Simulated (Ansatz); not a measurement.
`CN[CH2][GeH3]` + H₂ → `CNC` + GeH₄  (hydrogenolysis of a C–Ge bond)

Computed with Ansatz on PBE0-D4/def2-TZVP structures; ΔE is electronic, products minus reactants. CCSD(T)/CBS adds triple-zeta CCSD(T) − MP2 to the extrapolated MP2 energy (def2 sets, frozen cores). This one scheme is used for every species. DFT in def2-TZVPP. B3LYP here is the variant with VWN-RPA as its local correlation; programs differ in this. For Ge outer-core shells are correlated without core-valence functions, which leaves a few kJ/mol of doubt a bond. Scalar relativity is left out up to krypton. Each species was taken in one conformer, which may not be the lowest.

CCSD(T)/CBS gives -0.40 eV.

Question: Another level gave -0.50 eV. Which?
A. r2SCAN-D4/def2-TZVPP
B. MP2/def2-TZVPP
C. B3LYP/def2-TZVPP
D. B2PLYP/def2-TZVPP

Answer: D. B2PLYP -0.50, MP2/def2-TZVPP -0.36, r2SCAN-D4 -0.45, B3LYP -0.57 eV.

Largest T1 diagnostic among the species: 0.012.

In def2-TZVPP, CCSD(T) changes the Hartree–Fock value by +0.29 eV (the triples alone add +0.05 eV) and MP2 by +0.37 eV. From PBE to PBE0 (25 % exact exchange), in def2-TZVPP and without D4, ΔE moves by −0.04 eV.
